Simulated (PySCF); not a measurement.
# Ti: excitation energy

Ti [Ar] 3d2 4s2 (3F) → Ti [Ar] 3d2 4s1 4p1 (high-spin determinant), as a difference of total energies. Computed with PySCF 2.14 in aug-cc-pVDZ, with the non-relativistic Hamiltonian (point nucleus). Correlated levels: valence: [Ar] frozen. The calculations carry no spin-orbit coupling.

```csv
method,excitation energy (eV)
UHF,1.007
MP2 (valence),1.659
SCS-MP2 (valence),1.871
CCSD (valence),1.849
CCSD(T) (valence),1.872
```

Problem. How much does correlation contribute at CCSD(T) (valence)?

Solution. 1.872 − (1.007) = 0.865 eV, measured against UHF.

The determinant of the upper state mixes LS terms, which raises its energy above the lowest term, most at the Hartree-Fock and MP2 levels.
